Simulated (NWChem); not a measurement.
## Correlation energy of trisilylamine (H₉NSi₃)

```
N
Si 1 1.7662
Si 1 1.7662 2 119.92
Si 1 1.7663 2 119.76 3 -171.47
H 2 1.4904 1 109.03 3 -33.31
H 3 1.4904 1 109.03 2 33.31
H 4 1.4905 1 109.04 2 -34.13
H 4 1.4905 7 110.10 1 119.59
H 2 1.4906 5 110.08 1 119.61
H 3 1.4906 6 110.08 1 -119.61
H 4 1.4953 7 108.04 8 117.78
H 2 1.4953 5 108.06 9 117.74
H 3 1.4953 6 108.06 10 -117.74
```
Charge 0, spin multiplicity 1.

The numbers come from NWChem runs, not from measurements. Structure: optimised with B3LYP/def2-SVP, held to Cs symmetry and with no frequency check, so it may be a saddle point.

Basis set: STO-3G. Each correlation energy counts from its own Hartree-Fock reference.

| method | correlation energy (mHa) | difference from CCSD(T) |
|---|---|---|
| CR-CCSD[T] | -240.0 | +0.4 |
| CCSDT | -241.1 | -0.8 |
| MP2 | -176.7 | +63.6 |
| SCS-MP2 | -195.8 | +44.5 |
| CCSD+T(CCSD) | -240.7 | -0.4 |
| CCSD | -236.6 | +3.7 |
| CR-CCSD(T) | -239.6 | +0.7 |
| CCSD(T) | -240.3 | 0.0 |

The values span 64.5 mHa, from CCSDT (lowest) to MP2 (highest). 

The correlated methods keep 16 core orbitals frozen. No row is a measurement; the coupled-cluster row has its own basis-set and correlation limits.
